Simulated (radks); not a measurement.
The numbers below are computed, except where a source is named.
Spherical quantum dot in the effective-mass picture: electrons in a hard-walled sphere of radius 4.02, all in effective atomic units (hartree* = m*/eps^2 hartree, bohr* = eps/m* bohr), one dielectric constant everywhere. Level of theory: non-relativistic Kohn-Sham, exchange-only LDA, spin-polarised, spherical densities (a radial shooting solver with Libxc functionals). Levels are named by radial order and angular momentum (1s, 1p, 1d, 2s, ...), and open shells are averaged over m.

N = 15, configuration 1s2 1p6 1d(up 5, down 2). This is the lowest configuration that the search found. Occupied and some empty levels:

| level | occupation | eigenvalue (hartree*) | <r> (bohr*) |
|---|---|---|---|
| 1s up | 1 | 5.0968 | 2.618 |
| 1s down | 1 | 5.1498 | 2.603 |
| 1p up | 3 | 5.2729 | 2.749 |
| 1p down | 3 | 5.3289 | 2.743 |
| 1d up | 5 | 5.5673 | 2.854 |
| 1d down | 2 | 5.6250 | 2.852 |
| 1f up | 0 | 5.9639 | 2.940 |
| 1f down | 0 | 6.0224 | 2.939 |
| 2s up | 0 | 6.1553 | 1.822 |
| 2s down | 0 | 6.1812 | 1.820 |
| 2p up | 0 | 6.7017 | 2.114 |
| 2p down | 0 | 6.7360 | 2.109 |

Energy (hartree*): total 45.6129, kinetic 13.254, external 0, Hartree 37.109, exchange-correlation -4.7500.
